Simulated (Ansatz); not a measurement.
`[SH][Ge][Br]` + HCl → `[SH][Ge][Cl]` + HBr at 400 K and 1 bar (ligand exchange at a Ge–Br bond).

Isolated molecules relaxed with PBE0-D4/def2-TZVP in Ansatz; ΔE leaves out vibrations. CCSD(T)/CBS adds triple-zeta CCSD(T) − MP2 to the extrapolated MP2 energy (def2 sets, frozen cores). This one scheme is used for every species. For Br, Ge outer-core shells are correlated without core-valence functions, which leaves a few kJ/mol of doubt a bond. Scalar relativity is left out up to krypton. One conformer a species, not always the lowest.

| species | CCSD(T)/CBS energy (Eh) | H − E (kJ/mol) | S (J/(mol·K)) |
| --- | --- | --- | --- |
| `[SH][Ge][Br]` | -5047.87083 | 48.7 | 339.2 |
| HCl | -460.38127 | 29.6 | 195.4 |
| `[SH][Ge][Cl]` | -2934.32884 | 49.0 | 327.3 |
| HBr | -2573.91920 | 27.6 | 207.2 |

H − E and S are ideal-gas, rigid-rotor, harmonic terms from PBE0-D4/def2-TZVP, for one conformer and one mirror image of each species. 1 Eh = 2625.50 kJ/mol, R = 8.31446 J/(mol·K).

Problem. By hand: ΔE, ΔH, ΔS and ΔG.

Solution. ΔE = (-2934.32884) + (-2573.91920) − (-5047.87083) − (-460.38127) = 0.00406 Eh = 10.7 kJ/mol. Δ(H − E) = 49.0 + 27.6 − 48.7 − 29.6 = -1.7, so ΔH = 9.0 kJ/mol. ΔS = 327.3 + 207.2 − 339.2 − 195.4 = -0.1 J/(mol·K). ΔG = 9.0 − 400 × (-0.1)/1000 = 9.0 kJ/mol.

Problem. By hand: the equilibrium constant, and the temperature at which ΔG would vanish if ΔH and ΔS stayed fixed.

Solution. log₁₀ K = −ΔG/(RT ln 10) = -1.2. ΔH and −TΔS have one sign here, so there is no such temperature. One of them is within its doubt of zero, so this could turn.

The number of gas molecules stays the same, so ΔS is small and ΔH decides. A doubt of 5 kJ/mol in ΔE shifts log₁₀ K by 0.7 here. Other conformers and mirror images would add mixing entropy, several J/(mol·K) or more a flexible species. These are equilibria of isolated gas molecules and say nothing of rates. Largest T1 diagnostic: 0.014 (customary marks: 0.02 for closed shells, 0.045 for open ones).
